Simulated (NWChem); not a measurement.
YCl2 cation; SMILES [Y+]([Cl])[Cl]

```xyz
3

Y      0.0000     0.0000     0.6291
Cl     1.9266     0.0000    -0.7216
Cl    -1.9266     0.0000    -0.7216
```
Atoms are numbered in this order, from 1.

All runs use the structure optimised with PBE-D3(BJ)/def2-SVP. This spin state was assumed; another may lie lower. def2 effective core potentials on Y; no spin-orbit coupling.

Symmetry labels are those of C2v in the frame above (b1 and b2, or b-type labels, depend on it).

Task: List the 4 lowest vertical singlet excitations from B3LYP/def2-SVP with def2 effective core potentials on Y, TDA (NWChem).

Result: 
| state | energy (eV) | oscillator strength | symmetry | leading excitation (squared amplitude) |
|---|---|---|---|---|
| S1 | 4.06 | 0.005 | b1 | HOMO → LUMO (0.99) |
| S2 | 4.43 | 0.022 | b2 | HOMO−1 → LUMO (0.99) |
| S3 | 4.49 | 0.000 | a2 | HOMO−2 → LUMO (0.99) |
| S4 | 4.59 | 0.001 | a1 | HOMO−3 → LUMO (0.99) |
